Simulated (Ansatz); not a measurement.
Geometry optimisation, RKS LDA/def2-SVP in Ansatz.

Input file:

```yaml
crystal:
  periodic: [false, false, false]
  atoms:
    - { symbol: W, position_ang: [0.0, 0.0, 0.0] }
    - { symbol: H, position_ang: [0.0, 0.0, 1.72] }
    - { symbol: Cl, position_ang: [2.39, 0.0, 0.0] }
    - { symbol: F, position_ang: [0.0, 1.85, 0.0] }
    - { symbol: F, position_ang: [-1.85, 0.0, 0.0] }
    - { symbol: F, position_ang: [0.0, -1.85, 0.0] }
    - { symbol: F, position_ang: [0.0, 0.0, -1.85] }
basis:
  gaussian: { orbitals: def2-SVP }
hamiltonian:
  xc: lda
relax:
  f_tol: 0.02
  max_steps: 40
output:
  orbitals: {}
```

Command:

```bash
$ ansatz run input.yaml --threads 2 --pin off --max-ram 3072MiB --backend cpu --events-out ev --progress --plain --runs-dir out
```

Problem. Where does it end, and by what steps?

Solution. The forces met the threshold. After 10 steps the energy has fallen by 0.521 eV; F7 moved furthest, 0.47 Å.

```csv
step,energy less start (eV),largest force component (eV/Å),accepted
0,0.0000,2.020,yes
1,-0.3111,0.891,yes
2,-0.3777,0.308,yes
3,-0.4347,0.927,yes
4,-0.4734,1.101,yes
5,-0.5073,0.576,yes
6,-0.5159,0.256,yes
7,-0.5188,0.082,yes
8,-0.5211,0.034,yes
9,-0.5214,0.027,yes
10,-0.5215,0.012,yes
```

```xyz
7
Properties=species:S:1:pos:R:3
W 0.121 0.000 -0.132
H -0.126 0.000 1.574
Cl 2.295 0.000 0.451
F 0.219 1.833 -0.130
F -1.722 0.000 0.151
F 0.219 -1.833 -0.130
F -0.465 0.000 -1.913
```

The run took 21 s on 2 threads of Intel(R) Xeon(R) Platinum 8259CL CPU @ 2.50GHz (Skylake/Cascade Lake), with other jobs on the host, peak memory 0.18 GiB.
